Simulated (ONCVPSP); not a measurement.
**Transferability test, ONCV potential for nitrogen (N)**

| Property | Result |
| --- | --- |
| Element | nitrogen |
| Generator | ONCVPSP 4.0.1 |
| Type | optimised norm-conserving Vanderbilt (ONCV) |
| Functional | PBE |
| Relativity | scalar-relativistic |
| Frozen core | [He] |
| Valence charge | 5 |
| Reference configuration | 2s2 2p1.5 (charge +1.5) |
| Partial waves | 2s: rc 0.95 bohr, ncon 3, nbas 6, qcut 5.4 1/bohr, 2 projectors, debl 0.5 Ha; 2p: rc 1.65 bohr, ncon 5, nbas 8, qcut 8 1/bohr, 3 projectors, debl 2 Ha; d scattering state at 0.06 Ha: rc 1.45 bohr, ncon 5, nbas 8, qcut 7 1/bohr, 1 projector |
| Local potential | polynomial inside 0.70 bohr (lpopt 5, dvloc0 1 Ha) |
| Core correction | Teter function, fcfact 5.5, rcfact 1 |

In the s channel the program set the typed energies aside and used -1.488, 0.250 Ha.

Energies are relative to the spin-unpolarised reference configuration 2s2 2p1.5; without spin polarisation the order of configurations can differ from experiment.

Q: Give the all-electron excitation energy and the error of the potential for: 2s2 2p3; 2s2 2p2; 2s2 2p1; 2s2 2p2.5.

A:

```csv
valence configuration,charge,ΔE all-electron (eV),error AE − PS (meV)
2s2 2p3,0,-25.914,+74
2s2 2p2,+1,-12.323,+16
2s2 2p1,+2,16.531,+27
2s2 2p2.5,+0.5,-20.821,+47
```

Levels in the configuration 2s2 2p2:

| level | all-electron (eV) | pseudo (eV) |
| --- | --- | --- |
| 2s | -32.462 | -32.460 |
| 2p | -20.688 | -20.742 |
